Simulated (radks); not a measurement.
Question: Radial electron density D(r) = 4 pi r^2 rho(r) of an atom or ion with 28 electrons. All-electron calculation, scalar-relativistic Kohn-Sham, LDA (Slater exchange, Perdew-Wang correlation), spin-polarised, spherical densities, finite nucleus; Fermi nuclear charge, rms radius of each element as measured or else 0.836 A^(1/3) + 0.57 fm. Program: a radial shooting solver on a logarithmic mesh with Libxc functionals.

| r (bohr) | D(r) (e/bohr) |
|---|---|
| 0.001572 | 0.7527 |
| 0.002031 | 1.203 |
| 0.002645 | 1.932 |
| 0.003417 | 3.025 |
| 0.004449 | 4.732 |
| 0.005747 | 7.165 |
| 0.007483 | 10.72 |
| 0.009666 | 15.34 |
| 0.01259 | 21.28 |
| 0.01626 | 27.75 |
| 0.021 | 33.89 |
| 0.02735 | 38.27 |
| 0.03533 | 39.13 |
| 0.046 | 36.40 |
| 0.05942 | 32.68 |
| 0.07737 | 32.24 |
| 0.09995 | 37.43 |
| 0.1301 | 44.41 |
| 0.1681 | 44.42 |
| 0.2172 | 35.03 |
| 0.2828 | 24.67 |
| 0.3653 | 23.77 |
| 0.4756 | 28.20 |
| 0.6144 | 26.61 |
| 0.8 | 17.47 |
| 1.033 | 8.236 |
| 1.346 | 2.716 |
| 1.738 | 0.6573 |
| 2.245 | 0.1023 |
| 2.924 | 0.007748 |
| 3.777 | 0.0002602 |

What is the nuclear charge?

Answer: Z = 32. The innermost maximum, from 1s, lies near gamma/Z bohr with gamma = sqrt(1 - (Z/c)^2) = 0.972, here 0.0304 bohr (found: 0.0329), and its height grows with Z. The density is that of the germanium ion Ge4+ in [Ar] 3d10; the configuration itself is not fixed sharply by these data, and Z only to about a unit. D(r) has 3 maxima, at r = 0.0329, 0.148, 0.519 bohr, and minima at 0.0697, 0.327 bohr, inside which lie 2.09, 10.98 electrons.
